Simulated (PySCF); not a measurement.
Gas-phase reaction: borazine + 3 H ⇌ 3 BH₂ + 3 NH

Method: PySCF energies plus ideal-gas RRHO corrections (1 bar). † marks an energy on the PBE0/def2-TZVP geometry and frequencies; other levels use their own. MP2 and CCSD(T) freeze the core. Open shells (unrestricted): H (multiplicity 2), BH₂ (multiplicity 2), NH (multiplicity 3); the rest are closed-shell singlets. B3LYP is the form with VWN-RPA correlation. MP2 isn't extrapolated to the basis-set limit. CCSD(T) isn't extrapolated to the basis-set limit.

```csv
level,"ΔH°(298 K), kJ"
B3LYP/def2-TZVP†,1805
CCSD(T)/def2-SVP†,…
MP2/def2-SVP†,…
PBE/def2-SVP,2027
PBE/def2-TZVP†,1939
```

**Question.** Fill in the missing entries.

**Answer.** 
- CCSD(T)/def2-SVP†, ΔH°(298 K), kJ: 1841
- MP2/def2-SVP†, ΔH°(298 K), kJ: 1967
